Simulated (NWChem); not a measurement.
System: SnSe, singlet; SMILES [Se]=[Sn]

Here is an NWChem input.

```
start job
memory heap 200 mb stack 900 mb global 1100 mb
geometry units angstroms noautoz
  Sn     0.000000     0.000000    -0.946365
  Se     0.000000     0.000000     1.391610
end
basis spherical
  * library def2-svp
end
ecp
  Sn library def2-ecp
end
dft
  xc r2scan0
  iterations 150
  mulliken
end
task dft energy
```

Excerpt of the output:

```
             Northwest Computational Chemistry Package (NWChem) 7.3.0
             --------------------------------------------------------

 ORDER OF PRIMARY AXIS IS BEING SET TO 4
 C4V symmetry detected

                             Geometry "geometry" -> ""
                             -------------------------

 Output coordinates in angstroms (scale by  1.889725989 to convert to a.u.)

  No.       Tag          Charge          X              Y              Z
 ---- ---------------- ---------- -------------- -------------- --------------
    1 Sn                  50.0000     0.00000000     0.00000000    -0.94632321
    2 Se                  34.0000     0.00000000     0.00000000     1.39165179

 Effective nuclear repulsion energy (a.u.)     384.7779909107

      Symmetry information
      --------------------

 Group name             C4v
 Group number             18
 Group order               8
 No. of unique centers     2

                                 NWChem DFT Module
                                 -----------------

 Summary of "ao basis" -> "ao basis" (spherical)
 ------------------------------------------------------------------------------
       Tag                 Description            Shells   Functions and Types
 ---------------- ------------------------------  ------  ---------------------
 Sn                         def2-svp                10       26   4s4p2d
 Se                         def2-svp                12       32   5s4p3d

      Symmetry analysis of basis
      --------------------------

        a1         22
        a2          0
        b1          5
        b2          5
        e          26

            General Information
            -------------------
          SCF calculation type: DFT
          Wavefunction type:  closed shell.
          No. of atoms     :     2
          No. of electrons :    56
           Alpha electrons :    28
            Beta electrons :    28
          Charge           :     0
          Spin multiplicity:     1
          Use of symmetry is: on ; symmetry adaption is: on
          Maximum number of iterations: 150
          AO basis - number of functions:    58
                     number of shells:    22
          Convergence on energy requested:  1.00D-06
          Convergence on density requested:  1.00D-05
          Convergence on gradient requested:  5.00D-04

              XC Information
              --------------
                     r^2SCAN0 Method XC Functional
                     Hartree-Fock (Exact) Exchange  0.250
               r^2SCAN metaGGA Exchange Functional  0.750
                     r^2SCAN Correlation Potential  1.000

             Grid Information
             ----------------
          Grid used for XC integration:  medium
          Radial quadrature: Mura-Knowles
          Angular quadrature: Lebedev.
          Tag              B.-S. Rad. Rad. Pts. Rad. Cut. Ang. Pts.
          ---              ---------- --------- --------- ---------
          Sn                  1.45      123           8.0       590
          Se                  1.15      112          10.0       590
          Grid pruning is: on
          Number of quadrature shells:   235
          Spatial weights used:  Erf1

      Superposition of Atomic Density Guess
      -------------------------------------

 Sum of atomic energies:       -2648.60752826

      Non-variational initial energy
      ------------------------------

 Total energy =   -2612.930022
 1-e energy   =   -4057.112296
 2-e energy   =    1274.879958
 HOMO         =      -0.267112
 LUMO         =      -0.045207

      Symmetry analysis of molecular orbitals - initial
      -------------------------------------------------

 !! scf_movecs_sym_adapt:   10 vectors were symmetry contaminated

  Symmetry fudging

 !! scf_movecs_sym_adapt:   10 vectors were symmetry contaminated

  Numbering of irreducible representations:

     1 a1          2 a2          3 b1          4 b2          5 e

  Orbital symmetries:

     1 a1          2 a1          3 a1          4 e           5 e
     6 a1          7 a1          8 e           9 e          10 a1
    11 a1         12 e          13 e          14 a1         15 e
    16 e          17 b2         18 b1         19 a1         20 e
    21 e          22 b2         23 b1         24 a1         25 a1
    26 e          27 e          28 a1         29 e          30 e
    31 a1         32 a1         33 a1         34 e          35 e
    36 a1         37 e          38 e

     ---------------------------------------------
      Total Density - Mulliken Population Analysis
     ---------------------------------------------

    Atom       Charge   Shell Charges
 -----------   ------   -------------------------------------------------------
    1 Sn  22    20.98   1.60  0.43  1.20  0.71  3.27  2.72  0.58  0.41  9.77  0.29
    2 Se  34    35.02   2.00  2.00  2.00  1.37  0.56  6.00  5.98  2.12  2.97  8.20  1.75  0.07

   convergence    iter        energy       DeltaE   RMS-Dens  Diis-err
 ---------------- ----- ----------------- --------- --------- ---------
 d= 0,ls=0.0,diis     1  -2615.5634048366 -2.78D+03  4.12D-02  3.41D-01
 d= 0,ls=0.0,diis     2  -2614.8301084068  7.33D-01  2.98D-02  3.74D+00
 d= 0,ls=0.0,diis     3  -2615.6438397216 -8.14D-01  1.89D-03  7.18D-03
 d= 0,ls=0.0,diis     4  -2615.6446111705 -7.71D-04  6.52D-04  1.31D-03
 d= 0,ls=0.0,diis     5  -2615.6448635165 -2.52D-04  1.43D-04  4.98D-05
  Resetting Diis
 d= 0,ls=0.0,diis     6  -2615.6448699349 -6.42D-06  3.46D-05  4.84D-06
 d= 0,ls=0.0,diis     7  -2615.6448708101 -8.75D-07  8.94D-06  2.72D-08

         Total DFT energy =    -2615.644870810086
      One electron energy =    -4058.905049613453
           Coulomb energy =     1379.249949331095
    Exchange-Corr. energy =     -105.292086528443
 Nuclear repulsion energy =      169.302316000716

 Numeric. integr. density =       55.999999961878

                  Occupations of the irreducible representations
                  ----------------------------------------------

                     irrep           alpha         beta
                     --------     --------     --------
                     a1               12.0         12.0
                     a2                0.0          0.0
                     b1                2.0          2.0
                     b2                2.0          2.0
                     e                12.0         12.0

                       DFT Final Molecular Orbital Analysis
                       ------------------------------------

 Vector   26  Occ=2.000000D+00  E=-2.732781D-01  Symmetry=a1
              MO Center=  2.5D-16,  3.8D-17,  5.4D-02, r^2= 4.2D+00
   Bfn.  Coefficient  Atom+Function         Bfn.  Coefficient  Atom+Function
  ----- ------------  ---------------      ----- ------------  ---------------
    13      0.405532  1 Sn pz                40     -0.392916  2 Se pz
    43     -0.391355  2 Se pz                 3     -0.269417  1 Sn s
    37      0.250776  2 Se pz                 4     -0.248472  1 Sn s
    16      0.193279  1 Sn pz                31     -0.137691  2 Se s
    10     -0.133660  1 Sn pz                 7     -0.125313  1 Sn pz

 Vector   27  Occ=2.000000D+00  E=-2.643855D-01  Symmetry=e
              MO Center= -6.4D-16,  8.2D-17,  8.8D-01, r^2= 2.6D+00
   Bfn.  Coefficient  Atom+Function         Bfn.  Coefficient  Atom+Function
  ----- ------------  ---------------      ----- ------------  ---------------
    41      0.511912  2 Se px                38      0.435881  2 Se px
    35     -0.280165  2 Se px                11      0.255355  1 Sn px
    14      0.182524  1 Sn px                32      0.090998  2 Se px
     8     -0.083488  1 Sn px                 5     -0.078474  1 Sn px
    20      0.065665  1 Sn d  1              25     -0.050711  1 Sn d  1

 Vector   28  Occ=2.000000D+00  E=-2.643855D-01  Symmetry=e
              MO Center= -2.5D-16, -4.1D-16,  8.8D-01, r^2= 2.6D+00
   Bfn.  Coefficient  Atom+Function         Bfn.  Coefficient  Atom+Function
  ----- ------------  ---------------      ----- ------------  ---------------
    42      0.511912  2 Se py                39      0.435881  2 Se py
    36     -0.280165  2 Se py                12      0.255355  1 Sn py
    15      0.182524  1 Sn py                33      0.090998  2 Se py
     9     -0.083488  1 Sn py                 6     -0.078474  1 Sn py
    18     -0.065665  1 Sn d -1              23      0.050711  1 Sn d -1

 Vector   29  Occ=0.000000D+00  E=-9.165060D-02  Symmetry=e
              MO Center= -6.2D-16, -2.6D-16, -5.2D-01, r^2= 4.2D+00
   Bfn.  Coefficient  Atom+Function         Bfn.  Coefficient  Atom+Function
  ----- ------------  ---------------      ----- ------------  ---------------
    15      0.520203  1 Sn py                12      0.487247  1 Sn py
    42     -0.390430  2 Se py                39     -0.234964  2 Se py
    14      0.212451  1 Sn px                11      0.198992  1 Sn px
    41     -0.159452  2 Se px                36      0.152193  2 Se py
     9     -0.150144  1 Sn py                 6     -0.139840  1 Sn py

 Vector   30  Occ=0.000000D+00  E=-9.165060D-02  Symmetry=e
              MO Center= -4.0D-17, -6.3D-16, -5.2D-01, r^2= 4.2D+00
   Bfn.  Coefficient  Atom+Function         Bfn.  Coefficient  Atom+Function
  ----- ------------  ---------------      ----- ------------  ---------------
    14      0.520203  1 Sn px                11      0.487247  1 Sn px
    41     -0.390430  2 Se px                38     -0.234964  2 Se px
    15     -0.212451  1 Sn py                12     -0.198992  1 Sn py
    42      0.159452  2 Se py                35      0.152193  2 Se px
     8     -0.150144  1 Sn px                 5     -0.139840  1 Sn px

[...]
```

Level: r2SCAN0/def2-SVP with def2 effective core potentials on Sn. Low-valent species are run as closed-shell singlets; no triplet was tried in these runs. Coordinates come from a PBE0/def2-SVP optimisation. def2 effective core potentials on Sn; no spin-orbit coupling.
